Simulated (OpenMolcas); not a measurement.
## Lu: effect of the active space

```
Program             : OpenMolcas 26.06
Method              : CASSCF or its RAS form
Basis               : ANO-RCC-VDZP
Scalar Hamiltonian  : DKH2, point nucleus
Spin-orbit coupling : RASSI with atomic mean-field integrals over the reference wave functions, term energies averaged over their components
```

A. 3 electrons in 6 orbitals (5d 6s); 2S+1 = 4 even, 17 roots (10 in the spin-orbit step); 2S+1 = 2 even, 29 roots; cost roughly 24 core-seconds
B. 3 electrons in 9 orbitals (RAS2 5d 6s; RAS3 6p, at most 2 electrons); 2S+1 = 2 even, 30 roots; 2S+1 = 4 even, 13 roots kept (CI in the orbitals of an earlier block); 2S+1 = 2 odd, 30 roots; 2S+1 = 4 odd, 15 roots kept (CI in the orbitals of an earlier block); cost of the order of 80 core-seconds

Energies in cm⁻¹ above 5d 6s² ²D_3/2, the measured ground level; measured values from NIST Handbook of Basic Atomic Spectroscopic Data.

| Level | A | B | Measured |
| --- | --- | --- | --- |
| 5d 6s² ²D_3/2 | 0.0 | 0.0 | 0.0 |
| 5d 6s² ²D_5/2 | 1897 | 1885 | 1994 |
| 5d² 6s ⁴F_3/2 | 14860 | 20103 | 18851 |
| 5d² 6s ⁴F_5/2 | 15505 | 20750 | 19403 |
| 5d² 6s ⁴F_7/2 | 16414 | 21789 | 20247 |
| 5d² 6s ⁴F_9/2 | 17521 | 22957 | 21242 |
| 5d² 6s ²D_3/2 | 26137 | 25823 | 24518 |
| 5d² 6s ²P_1/2 | 29528 | 30956 | 28793 |

Deviations, from unrounded energies. A percentage is the sum of absolute deviations over the sum of measured energies, with the sign that they share, or ± where signs differ.

```json
{"Against measurement": "mean absolute deviation (cm-1)", "Levels": "7", "A": "2600", "B": "1300"}
{"Against measurement": "fine structure of the ground term (%)", "Levels": "1", "A": "-4.9", "B": "-5.5"}
{"Against measurement": "other configurations (%)", "Levels": "6", "A": "±13.4", "B": "+7.0"}
```

B lies closest to measurement on these levels. The largest miss of B in the table is 5d² 6s ²P_1/2, by +2200 cm-1. The ranking rests on the paired levels alone, and a cruder setting can come out closer through cancelling errors.

Between A and B the level of the table that moves most is 5d² 6s ⁴F_9/2, by 5400 cm-1 (lowest in A, highest in B).

Without dynamic correlation excited terms often stand tens of per cent too high (terms of higher spin than the ground term too low), and those without a measured partner can miss by more than the paired ones. A single d shell beside an s shell can misplace configurations of different d count against each other. Some high roots are left out of the spin-orbit mixing, which shifts the levels that they would mix with (holds for A). Terms from blocks run as CI alone lack orbitals of their own (holds for B). Measured partners are found by configuration, term and J. A level has none where our copy of the source lacks it or the pairing is in doubt (some pairs that miss far off the trend of their configuration count as doubtful), and it then counts in no deviation. Only configurations of the active space appear. Levels that lie high or do not pair safely by name in every column are left out.
